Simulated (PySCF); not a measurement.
Compound: C6H3N2O (doublet state).
SMILES with atom numbers: `[O:1]=[CH:2][C:3]#[C:4][C:5]1=[N:6][CH:7]=[CH:8][N:9]1` (hydrogens: H10 on C2; H11 on C7; H12 on C8)

Cartesian coordinates in Å at the GFN2-xTB level; atoms count from 1:
```
atom  x, y, z in Å
O1     4.1153    1.3898    0.6636
C2     3.4910    0.4176    0.3343
C3     2.0765    0.2867    0.2855
C4     0.8715    0.1392    0.1855
C5    -0.4964   -0.0344    0.1155
N6    -1.3756    0.9551   -0.2153
C7    -2.5594    0.3932   -0.1674
C8    -2.3945   -0.9889    0.1992
N9    -1.1163   -1.2239    0.3754
H10    3.9913   -0.5219    0.0145
H11   -3.4604    0.9339   -0.3809
H12   -3.1416   -1.7472    0.3289
```

The hyperfine couplings belong to this conformer and change with its torsions.

The calculation used UKS B3LYP, pcH-1 on C H N O, non-relativistic, mean-field spin-orbit, GIAO (PySCF). Isolated species at its GFN2-xTB geometry, gas phase. A GFN2-xTB geometry isn't a minimum of the functional, and hyperfine couplings can be far from their values at a DFT geometry. The SCF solution wasn't tested for stability. ⟨S²⟩ is 0.773 where a pure state has 0.75.

(1) What is the g tensor, term by term?

(2) What effective moment and Curie constant follow for a powder?

(3) At 9.553 GHz, how far is the centre of the isotropic spectrum from where a free electron (g = 2.002319) resonates?

(4) What are the electron Larmor frequencies g μB B/h along the three axes at 350 mT?

(5) In a frozen sample, at which fields do the three g values resonate at 9.5, 34, 94 and 263 GHz (hyperfine left aside), and which band first spreads them over more than twice a line width of 0.5 mT?

Answers

(1) 
```json
{"Δg (ppm)": "relativistic mass correction", "1": "-150", "2": "-150", "3": "-150"}
{"Δg (ppm)": "gauge correction", "1": "2", "2": "34", "3": "27"}
{"Δg (ppm)": "orbital Zeeman/spin–orbit", "1": "82", "2": "624", "3": "1964"}
{"Δg (ppm)": "total", "1": "-66", "2": "508", "3": "1842"}
```

So g = 2.00225, 2.00283, 2.00416 and g_iso = 2.00308; the tensor is rhombic: the two nearest values differ by 30 % of g3 − g1. Axes: g2 points within 2° of the C7–H11 bond.

(2) With the mean of g² = 4.0123 and S(S+1) = 0.75: μ_eff = √(⟨g²⟩S(S+1)) = 1.735 μB and χT = 0.12505·⟨g²⟩·S(S+1) = 0.376 cm³ K/mol (cgs; spin-Hamiltonian part alone).

(3) B = hν/(g μB) with μB/h = 13.99624 MHz/mT gives 340.87 mT for the free electron and 340.75 mT at g_iso, 0.13 mT lower.

(4) 9.8084, 9.8112, 9.8178 GHz for g1, g2 and g3, a range of 9.3 MHz.

(5) 
```json
{"band": "X", "GHz": "9.5", "B(g3) mT": "338.67", "B(g2) mT": "338.90", "B(g1) mT": "338.99", "spread mT": "0.32"}
{"band": "Q", "GHz": "34.0", "B(g3) mT": "1212.09", "B(g2) mT": "1212.90", "B(g1) mT": "1213.24", "spread mT": "1.16"}
{"band": "W", "GHz": "94.0", "B(g3) mT": "3351.07", "B(g2) mT": "3353.30", "B(g1) mT": "3354.27", "spread mT": "3.19"}
{"band": "J", "GHz": "263.0", "B(g3) mT": "9375.87", "B(g2) mT": "9382.11", "B(g1) mT": "9384.81", "spread mT": "8.94"}
```

The spread grows in proportion to the frequency. Q band is the first where it exceeds 1.0 mT.

Largest spin populations (Mulliken): C5 (+0.41), C3 (+0.33), C7 (+0.29) and C8 (+0.28). Four atoms exceed +0.15. The positive populations add up to 1.40 and the negative ones to -0.40, together 2S = 1.

The HOMO–LUMO gaps are 4.69 eV among the α and 2.76 eV among the β orbitals.
